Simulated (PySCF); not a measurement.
# Energy of Sc (scandium, neutral) between two integer charges

The 4s beta orbital of [Ar] 3d1 4s2 is emptied in steps (occupation f), with all orbitals relaxed, ending at [Ar] 3d1 4s1. All numbers are calculated (PySCF 2.14, no relativity, point nucleus, in aug-pcseg-2 (7s5p4d3f2g, 81 functions)). The exact energy is a straight line in f; departures are measured from the line between the end points of the same method.

```csv
f,PBE0 (eV),r2SCAN (eV)
1,0.000,0.000
0.75,-0.310,-0.382
0.5,-0.401,-0.482
0.25,-0.278,-0.313
0,0.000,0.000
```

```json
{"method": "PBE0", "E(f=0) − E(f=1) (eV)": "6.236", "−ε at f=1 (eV)": "4.565", "−ε at f=0.5 (eV)": "6.309"}
{"method": "r2SCAN", "E(f=0) − E(f=1) (eV)": "6.041", "−ε at f=1 (eV)": "3.951", "−ε at f=0.5 (eV)": "6.201"}
```

Orbital energy along the path (eV):

```json
{"f": "1", "PBE0": "-4.565", "r2SCAN": "-3.951"}
{"f": "0.75", "PBE0": "-5.433", "r2SCAN": "-5.077"}
{"f": "0.5", "PBE0": "-6.309", "r2SCAN": "-6.201"}
{"f": "0.25", "PBE0": "-7.117", "r2SCAN": "-7.165"}
{"f": "0", "PBE0": "-7.233", "r2SCAN": "-6.973"}
```

As f goes to zero the orbital energy of a semilocal functional can turn back, because the density of that orbital vanishes from the exchange-correlation potential.

Reference removal energy between the ground levels: 6.561 eV (measured; NIST Atomic Spectra Database, ionization energies). The calculation has no spin-orbit coupling.
